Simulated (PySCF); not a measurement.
PySCF 2.14 output of an unrestricted B3LYP calculation on a single atom or ion in aug-cc-pVTZ-PP with ECP28MDF (6s6p5d3f2g, 88 functions), with a scalar-relativistic core potential:

```
SCF conv_tol = 1e-09
number electrons alpha = 6  beta = 4
    P. J. Stephens, F. J. Devlin, C. F. Chabalowski, and M. J. Frisch.,  J. Phys. Chem. 98, 11623 (1994)
cycle= 1 E= -54.9456901348558  delta_E= -0.00244  |g|= 0.00845  |ddm|= 0.256
cycle= 2 E= -54.9457156733055  delta_E= -2.55e-05  |g|= 0.00224  |ddm|= 0.0289
cycle= 3 E= -54.9457172959127  delta_E= -1.62e-06  |g|= 0.000455  |ddm|= 0.00952
cycle= 4 E= -54.9457173658732  delta_E= -7e-08  |g|= 6.16e-06  |ddm|= 0.00164
cycle= 5 E= -54.9457173658877  delta_E= -1.46e-11  |g|= 2.41e-07  |ddm|= 2.87e-05
converged SCF energy = -54.9457173658877  <S^2> = 2.0010585  2S+1 = 3.0007056
```

The run itself started from symmetry-adapted Hartree-Fock orbitals and held the occupation by maximum overlap, on a logarithmic radial grid, so the iterations belong to that start.

Task: Which element, charge and spin multiplicity is this?

Result: Nb³⁺ (niobium, charge +3), multiplicity 3; the state was [Kr] 4d2, high-spin 3F determinant.

Energies and moments cover only the electrons outside the core potential.
